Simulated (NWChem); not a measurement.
System meant: TiH$_{4}$O; SMILES [TiH3][OH]

NWChem input:

```
start job
memory heap 200 mb stack 900 mb global 1100 mb
geometry units angstroms noautoz
  Ti     0.000000     0.000000     0.477695
  O      0.000000     0.000000    -1.241260
  H      0.000000     0.000000    -2.201587
  H      1.541641     0.482032     0.992158
  H     -0.353368    -1.576117     0.992158
  H     -1.188273     1.094084     0.992158
end
basis spherical
  Ti library def2-svp
  O library def2-svp
  H library def2-svp
end
dft
  xc pbe0
  iterations 4
  mulliken
end
task dft energy
```

End of the output:

```
    Atom       Charge   Shell Charges
 -----------   ------   -------------------------------------------------------
    1 Ti  22    22.02   2.00  2.00  1.93  0.46  0.14  5.99  5.83  0.74  1.58  1.27  0.07
    2 O    8     7.99   1.97  0.86  0.56  2.67  1.92  0.01
    3 H    1     0.88   0.54  0.16  0.18
    4 H    1     1.04   0.58  0.44  0.02
    5 H    1     1.04   0.58  0.44  0.02
    6 H    1     1.04   0.58  0.44  0.02

 center of mass
 --------------
 x =   0.00000000 y =   0.00000000 z =   0.00712431

 moments of inertia (a.u.)
 ------------------
         167.156777713497          -0.000000000000           0.000000000000
          -0.000000000000         167.156777713497          -0.000000000000
           0.000000000000          -0.000000000000          28.169571823030

     Multipole analysis of the density
     ---------------------------------

     L   x y z        total         alpha         beta         nuclear
     -   - - -        -----         -----         ----         -------
     0   0 0 0     -0.000000    -17.000000    -17.000000     34.000000

     1   1 0 0     -0.000000     -0.000000     -0.000000     -0.000000
     1   0 1 0     -0.000000     -0.000000     -0.000000      0.000000
     1   0 0 1     -0.742975     -0.371487     -0.371487     -0.000000

     2   2 0 0    -19.499397    -16.737413    -16.737413     13.975428
     2   1 1 0      0.000000      0.000000      0.000000      0.000000
     2   1 0 1     -0.000000     -0.000000     -0.000000      0.000000
     2   0 2 0    -19.499397    -16.737413    -16.737413     13.975428
     2   0 1 1     -0.000000     -0.000000     -0.000000      0.000000
     2   0 0 2    -12.788649    -51.197318    -51.197318     89.605986

 ------------------------------------------------------------------------
 dft energy failed                                                                                  0
 ------------------------------------------------------------------------
 ------------------------------------------------------------------------
  current input line :
    21: task dft energy
 ------------------------------------------------------------------------
 ------------------------------------------------------------------------
 This type of error is most commonly associated with calculations not reaching convergence criteria
 ------------------------------------------------------------------------
 For more information see the NWChem manual at https://nwchemgit.github.io

0:dft energy failed:Received an Error in Communication
```

Task: Can this run be used? If not, why, and what is the fix?

Result: Convergence was not reached. Cause: the SCF was allowed too few iterations. This input runs:
```
start job
memory heap 200 mb stack 900 mb global 1100 mb
geometry units angstroms noautoz
  Ti     0.000000     0.000000     0.477695
  O      0.000000     0.000000    -1.241260
  H      0.000000     0.000000    -2.201587
  H      1.541641     0.482032     0.992158
  H     -0.353368    -1.576117     0.992158
  H     -1.188273     1.094084     0.992158
end
basis spherical
  Ti library def2-svp
  O library def2-svp
  H library def2-svp
end
dft
  xc pbe0
  iterations 150
  mulliken
end
task dft energy
```
It converges to -926.59470 Ha (PBE0/def2-SVP).
